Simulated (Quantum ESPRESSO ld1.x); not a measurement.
All-electron atom: the promethium ion Pm3+ in [Xe] 4f4. All-electron calculation, Dirac Kohn-Sham, PBE, spin-unpolarised, spherical densities, point nucleus; open shells are shared between the two j in proportion to 2j + 1. Program: ld1.x of Quantum ESPRESSO 7.5. Some entries of the table are withheld. Estimate them.

orbital,occ.,eigenvalue (hartree),r(max) (bohr),<1/r> (bohr^-1)
1s1/2,2,-1654.15,0.015,(1)
2s1/2,2,-269.774,(2),15.99
2p1/2,2,-255.508,0.064,(3)
2p3/2,4,-234.921,0.069,(4)
3s1/2,2,-59.7465,0.239,5.804
3p1/2,2,-53.6353,0.226,(5)
3p3/2,4,-49.4960,0.237,(6)
3d3/2,4,-38.8833,0.190,5.168
3d5/2,6,-37.9865,0.193,5.062
4s1/2,2,-12.7962,0.554,2.418
4p1/2,2,-10.4693,0.558,2.313
4p3/2,4,-9.56161,0.586,2.173
4d3/2,4,-5.73366,0.595,(7)
4d5/2,6,-5.57149,0.605,(8)
5s1/2,2,-2.54265,1.27,0.9468
5p1/2,2,-1.89501,1.39,0.8438
5p3/2,4,-1.76095,1.46,0.7965
4f5/2,1.71429,-1.17324,0.625,1.397
4f7/2,2.28571,-1.15377,0.629,1.384
5d3/2,0,-0.90062,1.87,0.5765
5d5/2,0,-0.88668,1.90,0.5674
6s1/2,0,-0.79490,3.02,0.3980

Answer. 
(1) 1s1/2 <1/r> (bohr^-1): 67.44
(2) 2s1/2 r(max) (bohr): 0.084
(3) 2p1/2 <1/r> (bohr^-1): 15.97
(4) 2p3/2 <1/r> (bohr^-1): 14.29
(5) 3p1/2 <1/r> (bohr^-1): 5.717
(6) 3p3/2 <1/r> (bohr^-1): 5.296
(7) 4d3/2 <1/r> (bohr^-1): 1.956
(8) 4d5/2 <1/r> (bohr^-1): 1.921
